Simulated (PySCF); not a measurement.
# CaC⁺: from constants to spectrum

UHF-CCSD(T) constants of CaC⁺, ⁴Σ⁻ (quartet), unpaired electrons σ ↑, π ↑↑ (basis Ca def2-SVP, C def2-SVP; no relativity; PySCF 2.14; masses 39.9626 and 12.0000 u):

| Item | Value |
| --- | --- |
| ωe | 560.6 cm⁻¹ |
| ωexe | 3.04 cm⁻¹ |
| Be | 0.37168 cm⁻¹ |
| αe | 0.00270 cm⁻¹ |
| D (centrifugal) | 6.54e-07 cm⁻¹ |
| De to Ca⁺ + C | 1.85 eV |

**Question.** Give the vibrational terms G(v) and spacings up to v = 6.

**Answer.** G(v) = ωe(v+½) − ωexe(v+½)².

```
v  G(v) (cm⁻¹)  G(v) − G(v−1)  Bv (cm⁻¹)
0        279.5                    0.3703
1        834.1          554.5     0.3676
2       1382.5          548.4     0.3649
3       1924.9          542.4     0.3622
4       2461.1          536.3     0.3595
5       2991.3          530.2     0.3568
6       3515.5          524.1     0.3541
```

**Question.** How well does the Morse estimate ωe²/(4ωexe) reproduce De, and what is D0?

**Answer.** It gives 3.20 eV, 173 % of the computed De. D0 = De − G(0) = 1.85 − 0.03 = 1.82 eV.

Correlated steps freeze 6 core orbitals. Correlated levels converge slowly with the basis: in double zeta they bind strong bonds too weakly, by up to about 1 eV, and carry superposition errors of some tenths. For an ion De counts to the pair picked by the measured ionisation energies or electron affinities, which need not be the lowest pair at this level. The state was picked by a PBE0 search and need not be the measured ground state.
